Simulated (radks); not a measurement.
Species: Ba+. Configuration: [Xe] 6s1. All-electron calculation, Dirac Kohn-Sham, PBE, spin-unpolarised, spherical densities, point nucleus. Program: a radial shooting solver on a logarithmic mesh with Libxc functionals.

Normalised radial functions P(r) = r R(r) (large component), r in bohr:

r           4p3/2    4d3/2    5s1/2
0.001925   0.0037   0.0000   0.0527
0.00261    0.0066   0.0001   0.0667
0.003537   0.0116   0.0002   0.0830
0.004832   0.0207   0.0004   0.1015
0.006548   0.0357   0.0010   0.1195
0.008874   0.0605   0.0021   0.1339
0.01203    0.1003   0.0047   0.1393
0.01643    0.1628   0.0106   0.1266
0.02227    0.2489   0.0228   0.0869
0.03018    0.3566   0.0477   0.0139
0.04123    0.4669   0.0973  -0.0897
0.05588    0.5213   0.1836  -0.1878
0.07573    0.4408   0.3191  -0.2238
0.1026     0.1531   0.4951  -0.1334
0.1402    -0.3228   0.6577   0.0919
0.19      -0.7213   0.6734   0.3026
0.2575    -0.6768   0.4042   0.2742
0.3518     0.0089  -0.1938  -0.0858
0.4768     0.9173  -0.8621  -0.4550
0.6462     1.3646  -1.2311  -0.3748
0.8758     1.0891  -1.0997   0.2073
1.197      0.5110  -0.6536   0.7978
1.622      0.1435  -0.2641   0.9005
2.198      0.0215  -0.0670   0.5870
3.002      0.0013  -0.0089   0.2245
4.069      0.0000  -0.0006   0.0505
5.515      0.0000  0.0000   0.0058
7.474      0.0000  0.0000   0.0003
10.21      0.0000  0.0000   0.0000
13.84      0.0000  0.0000   0.0000

4p3/2: eigenvalue -181.88 eV, 2 radial nodes at r = 0.114, 0.351 bohr, <r> = 0.724 bohr, 90 % of the charge inside 1.05 bohr. 4d3/2: eigenvalue -96.843 eV, 1 radial node at r = 0.322 bohr, <r> = 0.795 bohr, 90 % of the charge inside 1.20 bohr. 5s1/2: eigenvalue -39.296 eV, 4 radial nodes at r = 0.0316, 0.125, 0.331, 0.798 bohr, <r> = 1.64 bohr, 90 % of the charge inside 2.36 bohr.
